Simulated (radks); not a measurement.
Values are calculated unless marked as measured or tabulated.
Initial-state core-level shifts of neutral cadmium when its valence configuration changes from [Kr] 4d10 5s2. Code: a radial shooting solver on a logarithmic mesh with Libxc functionals. Model: Dirac Kohn-Sham, BLYP, spin-unpolarised, spherical densities, finite nucleus; open shells are shared between the two j in proportion to 2j + 1; Fermi nuclear charge, rms radius 4.6087 fm. Shifts are changes of the shell-averaged eigenvalues in eV (positive: less bound); the change of the density at the nucleus, which sets a Mossbauer isomer shift, is in e/bohr^3, on a base of 1.596e+05.

| valence | 1s | 2s | 3s | 3p | density at nucleus |
|---|---|---|---|---|---|
| 4d10 5s1 5p1 | -1.946 | -1.893 | -1.913 | -1.913 | -19.88 |
| 4d9 5s2 5p1 | -6.841 | -7.106 | -6.990 | -6.990 | +15.12 |
| 4d10 5p2 | -3.575 | -3.473 | -3.514 | -3.513 | -43.57 |
| 4d9 5s1 5p2 | -8.439 | -8.663 | -8.564 | -8.563 | -10.45 |
| 4d8 5s2 5p2 | -13.761 | -14.370 | -14.063 | -14.064 | +30.88 |
| 4d9.5 5s2 5p0.5 | -3.433 | -3.555 | -3.506 | -3.506 | +7.50 |
| 4d8 5p4 | -16.537 | -17.083 | -16.809 | -16.808 | -33.31 |
| 4d10 5s1.5 5p0.5 | -1.029 | -1.002 | -1.012 | -1.012 | -9.40 |
